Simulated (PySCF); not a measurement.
An equivalent PySCF input for Eu (europium, neutral), [Xe] 4f7 6s2, high-spin 8S determinant, with the spin-free X2C one-electron Hamiltonian (Gaussian nucleus):

```python
from pyscf import gto, scf, dft, mp, cc
import basis_set_exchange as bse
mol = gto.M(atom="Eu 0 0 0", charge=0, spin=7, symmetry="D2h",
            basis=gto.basis.parse(bse.get_basis("cc-pwCVTZ-X2C", elements=["Eu"], fmt="nwchem", header=False)),
            nucmod="G")
mf = dft.UKS(mol, xc="M06").sfx2c1e()
mf.irrep_nelec = {'Ag': (10, 10), 'B1g': (2, 2), 'B2g': (2, 2), 'B3g': (2, 2), 'Au': (1, 0), 'B1u': (6, 4), 'B2u': (6, 4), 'B3u': (6, 4)}
mf.kernel()
```

It reaches the same state as the run whose output follows, with an energy that differs only through the grid. The run itself started from symmetry-adapted Hartree-Fock orbitals and held the occupation by maximum overlap, on a logarithmic radial grid, so the iterations belong to that start.

```
SCF conv_tol = 1e-09
number electrons alpha = 35  beta = 28
XC functionals = M06
    Y. Zhao and D. G. Truhlar.,  Theor. Chem. Acc. 120, 215 (2008)
    Y. Zhao and D. G. Truhlar.,  Theor. Chem. Acc. 120, 215 (2008)
cycle= 1 E= -10843.7998724217  delta_E= -0.0253  |g|= 0.21  |ddm|= 0.893
cycle= 2 E= -10843.7906191786  delta_E= 0.00925  |g|= 0.385  |ddm|= 0.227
cycle= 3 E= -10843.8052329458  delta_E= -0.0146  |g|= 0.0161  |ddm|= 0.0905
cycle= 4 E= -10843.8052792323  delta_E= -4.63e-05  |g|= 0.00611  |ddm|= 0.0145
cycle= 5 E= -10843.805284117  delta_E= -4.88e-06  |g|= 0.000155  |ddm|= 0.00242
cycle= 6 E= -10843.8052841246  delta_E= -7.56e-09  |g|= 3.96e-05  |ddm|= 0.00126
cycle= 7 E= -10843.8052841253  delta_E= -7.26e-10  |g|= 1.47e-05  |ddm|= 0.000342
converged SCF energy = -10843.8052841253  <S^2> = 15.755752  2S+1 = 8.0014378
```

Spin-orbit coupling, which splits the p, d and f shells strongly at this Z, is absent.
